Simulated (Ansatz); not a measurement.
`[F][Al]([Cl])[SeH]` + `CN([SiH2]O)[SiH](O)F` → `[OH][Al]([F])[SeH]` + `CN([SiH2]Cl)[SiH](O)F`  (redistribution)

Isolated molecules relaxed with PBE0-D4/def2-TZVP in Ansatz; ΔE leaves out vibrations. CBS: MP2 limit from def2 TZ/QZ plus the TZ coupled-cluster correction, frozen cores. For Se outer-core shells are correlated without core-valence functions, which leaves a few kJ/mol of doubt a bond. Scalar relativity is left out up to krypton. Each species was taken in one conformer, which may not be the lowest.

`[F][Al]([Cl])[SeH]`:

Z-matrix (Å, degrees):
```
Al
F 1 1.639
Se 1 2.288 2 120.1
Cl 1 2.075 2 119.3 3 180.0
H 3 1.471 1 90.0 2 0.0
```

`CN([SiH2]O)[SiH](O)F`:

Z-matrix (Å, degrees):
```
C
N 1 1.468
H 1 1.095 2 110.4
H 1 1.095 2 111.9 3 120.3
H 1 1.091 2 111.1 3 -118.4
Si 2 1.740 1 113.5 3 -41.3
Si 2 1.693 1 118.9 3 140.7
O 6 1.633 2 110.8 1 -177.1
H 6 1.485 2 110.3 1 -58.1
H 6 1.489 2 106.9 1 59.4
O 7 1.644 2 107.0 1 -156.6
F 7 1.595 2 108.8 1 -37.5
H 7 1.479 2 116.8 1 80.3
H 8 0.964 6 114.8 2 -31.0
H 11 0.959 7 117.0 2 -162.6
```

`[OH][Al]([F])[SeH]`:

Z-matrix (Å, degrees):
```
Al
F 1 1.641
Se 1 2.301 2 118.9
O 1 1.680 2 117.9 3 -180.0
H 3 1.469 1 90.3 2 0.1
H 4 0.955 1 125.2 2 -179.9
```

`CN([SiH2]Cl)[SiH](O)F`:

Cartesian coordinates in Å:
```
C -1.336 -1.060 0.446
N -0.216 -0.258 -0.054
Si -0.492 0.912 -1.277
Cl -0.533 2.828 -0.478
Si 1.322 -0.433 0.684
O 2.242 0.861 0.323
F 2.125 -1.677 0.110
H -1.516 -1.938 -0.179
H -1.131 -1.408 1.463
H -2.257 -0.473 0.486
H 0.586 0.930 -2.285
H -1.826 0.669 -1.867
H 1.142 -0.689 2.127
H 1.891 1.736 0.501
```

| species | MP2/def2-TZVPP energy (Eh) |
| --- | --- |
| `[F][Al]([Cl])[SeH]` | -3202.33638 |
| `CN([SiH2]O)[SiH](O)F` | -925.77591 |
| `[OH][Al]([F])[SeH]` | -2818.34779 |
| `CN([SiH2]Cl)[SiH](O)F` | -1309.75556 |

**Question.** Work out ΔE.

**Answer.** ΔE = (-2818.34779) + (-1309.75556) − (-3202.33638) − (-925.77591) = 0.00894 Eh = +5.6 kcal/mol. CCSD(T)/CBS gives +5.8 kcal/mol.

Largest T1 diagnostic among the species: 0.011.

From PBE to PBE0 (25 % exact exchange), in def2-TZVPP and without D4, ΔE moves by +0.8 kcal/mol. In def2-TZVPP, CCSD(T) changes the Hartree–Fock value by −1.6 kcal/mol (the triples alone add −0.2 kcal/mol) and MP2 by −2.1 kcal/mol.
